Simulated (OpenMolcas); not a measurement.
## Dy4+: the spin-orbit constant, worked from levels

```yaml
Program: OpenMolcas 26.06
Basis: ANO-R3 [9s8p5d5f3g2h]
Scalar_Hamiltonian: X2C, finite nucleus
Active_space: 8 electrons in 7 orbitals (4f)
State_averaging: 2S+1 = 7 even, 7 roots; 2S+1 = 5 even, 140 roots (77 in the spin-orbit step); 2S+1 = 3 even, 3 roots kept (CI in the orbitals of an earlier block, 0 in the spin-orbit step)
Spin-orbit_coupling: state interaction with AMFI integrals over the reference wave functions, term energies averaged over their components
```

Methods: CASSCF; SS-CASPT2, IPEA 0.25 Eh, imaginary shift 0.1 Eh (closed shells correlated: 5s 5p).

**The spin-orbit constant.** For the Hund term 7F of f8, E(J) = (A/2) J(J+1) + constant and ζ = -2S·A = -6A. From J = 0 to J = 6 the energy changes by 21 A.

```json
{"Source": "CASSCF", "E(6) - E(0)": "-7323.3", "A": "-348.7", "ζ": "2092"}
{"Source": "SS-CASPT2", "E(6) - E(0)": "-7308.6", "A": "-348.0", "ζ": "2088"}
```

All in cm-1. Both methods take the spin-orbit matrix elements from the reference wave functions, so the second can move ζ only through the term energies and any multistate remixing. Second-order mixing with other terms is absorbed into this ζ.

Term energies are means over components that CASPT2 splits; among the terms shown or strongly mixed into the levels shown the widest spread is 32 cm-1 (4f8 7F, SS-CASPT2). High states are left out of the spin-orbit mixing, which shifts the levels that they would mix with. Without dynamic correlation excited terms often stand tens of per cent too high (terms of higher spin than the ground term too low), and those without a measured partner can miss by more than the paired ones (holds for CASSCF). Levels of configurations outside the active space are missing.
